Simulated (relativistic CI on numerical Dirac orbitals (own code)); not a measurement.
## Hyperfine structure of Ir16+, mass number 193

Calculated at this level of theory: Dirac-Coulomb-Breit CI, separate exchange-only KLI orbitals for each configuration, model QED, unscaled Slater integrals (own radial code, finite nucleus).

CI space (outside the closed core [Kr]): 4d¹⁰4f¹³5s², 4d¹⁰4f¹⁴5s, 4d¹⁰4f¹³5s5p, 4d¹⁰4f¹⁴5p, 4d¹⁰4f¹²5s²5p, 4d¹⁰4f¹³5s5d, 4d¹⁰4f¹²5s5p², 4d¹⁰4f¹⁴5d, 4d¹⁰4f¹³5s5f, 4d¹⁰4f¹²5s²5d, 4d¹⁰4f¹³5p5d, 4d¹⁰4f¹⁴6s, 4d⁹4f¹⁴5s². Double excitations out of closed p, d and f shells are left out; levels of such configurations are missing from the list, as are those of other unlisted configurations, and high levels can miss mixing partners.

Nuclear spin I = 3/2, μ = 0.163 μN, Q = 0.751 b (tables of Stone and Pyykkö). The electronic factors are computed for point nuclear moments, without core polarisation or the Bohr-Weisskopf and QED corrections.

```csv
Level,E (eV),A (MHz),B (MHz)
4d¹⁰4f¹³5s² ²F°7/2,0.0000,210.8,-3200
4d¹⁰4f¹³5s² ²F°5/2,3.0656,394.4,-2870
4d¹⁰4f¹⁴5s ²S1/2,3.2298,40300,
4d¹⁰4f¹²5s²5p ⁴G°11/2,33.6097,-730.1,406
4d¹⁰4f¹²5s²5p ⁴I°11/2,36.8955,1395,-680
```

Levels with J = 0, under 50 % of one LS term, or S terms without an open s electron are left out. Small factors come from cancelling terms and can be off by tens of per cent or more.

At this charge transitions that keep the count of f electrons are usually good to a few per cent. Terms inside the open d or f shell come out 10 to 20 % too wide with unscaled integrals. Levels that differ in their count of f electrons can be misplaced by several ten thousand cm⁻¹, since the correlation energy of f electrons is missing or only estimated; rates across such gaps can be off by orders of magnitude.

(1) Give the hyperfine levels of 4d¹⁰4f¹³5s² ²F°7/2 relative to its centre of gravity.

Answers

(1) With K = F(F + 1) − I(I + 1) − J(J + 1), E = AK/2 + B[¾K(K + 1) − I(I + 1)J(J + 1)]/[2I(2I − 1)J(2J − 1)]: F = 2: -3139, F = 3: -218.6, F = 4: 1540, F = 5: 306 MHz.

LS names give the leading component of a level, which can be under half, so a name can repeat, a term be missing and a line seem to break the LS rules.
